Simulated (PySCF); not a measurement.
## Quadrupolar nuclei of `[BH3-][N@H+](C)CC` in NMR

C3H12BN.
Numbering: `[BH3-:1][N@H+:2]([CH3:3])[CH2:4][CH3:5]` (hydrogens: H6, H7, H8 on B1; H9 on N2; H10, H11, H12 on C3; H13, H14 on C4; H15, H16, H17 on C5)

Cartesian coordinates in Å at the PBE0-D3(BJ)/def2-SVP level; atoms count from 1:
```
atom  x, y, z in Å
B1    -1.914   -0.621    0.253
N2    -0.489    0.166    0.312
C3    -0.592    1.499   -0.293
C4     0.602   -0.653   -0.258
C5     1.997   -0.112   -0.017
H6    -2.723    0.112    0.811
H7    -1.736   -1.675    0.855
H8    -2.158   -0.785   -0.938
H9    -0.298    0.285    1.309
H10   -1.422    2.034    0.183
H11   -0.830    1.375   -1.358
H12    0.338    2.076   -0.184
H13    0.487   -1.654    0.181
H14    0.384   -0.757   -1.331
H15    2.197    0.030    1.058
H16    2.180    0.845   -0.529
H17    2.740   -0.830   -0.394
```

Computed at PBE0/pcSseg-1 (PySCF, non-relativistic):

```tsv
atom	environment	nucleus	spin I	Q (b)	CQ = χzz (MHz)	η
B1	four-coordinate boron	11B	3/2	0.04059	2.262	0.009
N2	nitrogen bonded to B, 2 C and H	14N	1	0.02044	-2.826	0.186
```

Problem. PQ = |CQ|√(1 + η²/3), νQ = 3|CQ|/[2I(2I − 1)], ν0 = |g|·7.62259 MHz/T·B with g(11B) = 1.79243, g(14N) = 0.40376: values at 21.15 T?

Solution. 
```tsv
atom	PQ (MHz)	νQ (MHz)	ν0 (MHz)	νQ/ν0
B1	2.262	1.131	288.97	0.004
N2	2.843	4.240	65.09	0.065
```

For B1: PQ = 2.262 × 1.0000, νQ = 2.262 × 0.5000, ν0 = 13.6630 MHz/T × 21.15 T.

Problem. For half-integer spins with νQ below a tenth of ν0, find the second-order shift of the centre of gravity of the central transition at 21.15, 23.5 and 28.2 T.

Solution. From −(3/40)(PQ/ν0)²[I(I + 1) − 3/4]/[I(2I − 1)]², which goes as 1/B² (ppm):

```json
{"site": "11B at B1", "21.15 T": "-1.53", "23.5 T": "-1.24", "28.2 T": "-0.862"}
```

Problem. A static spin 1 shows, to first order, a doublet split by νQ with the field along z of the gradient, and by (3/4)|CQ|(1 + η) and (3/4)|CQ|(1 − η) along y and x. Give the last two for 14N.

Solution. N2: 2.514 and 1.726 MHz.

Solvent, lattice and vibrations would change these gradients. Isolated species at its PBE0-D3(BJ)/def2-SVP geometry (one conformer only). With a basis this small, the couplings can be 20 % off.
